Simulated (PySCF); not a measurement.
Bi(Br)(Me)2 (C2H6BiBr), SMILES [CH3][Bi]([CH3])[Br]. Heavy atoms are numbered as in [Bi:1]([Br:2])([CH3:3])[CH3:7]. Hydrogens are named by the atom that carries them.

The structure is a stationary point at B3LYP-D3(BJ)/def2-SVP. The def2 effective core potentials stand for the cores of Bi; spin–orbit coupling is left out.

Computed with PBE0/def2-TZVP in PySCF.

ESP charges are fitted to the potential on shells at 1.4 to 2.0 van der Waals radii. Atomic charges (e), one atom of each kind:

```
atom      Mulliken  Löwdin  ESP fit
--------  --------  ------  -------
Bi1              ?    0.60     0.41
Br2              ?   -0.18    -0.28
C3 (CH3)         ?   -0.55    -0.53
H on C3          ?    0.11     0.15
```

**Question.** What belongs in the gaps? (An estimate is asked for; the answer gives what the named calculation found.)

**Answer.** 
- Bi1, Mulliken: 0.70
- Br2, Mulliken: -0.40
- C3 (CH3), Mulliken: -0.59
- H on C3, Mulliken: 0.15
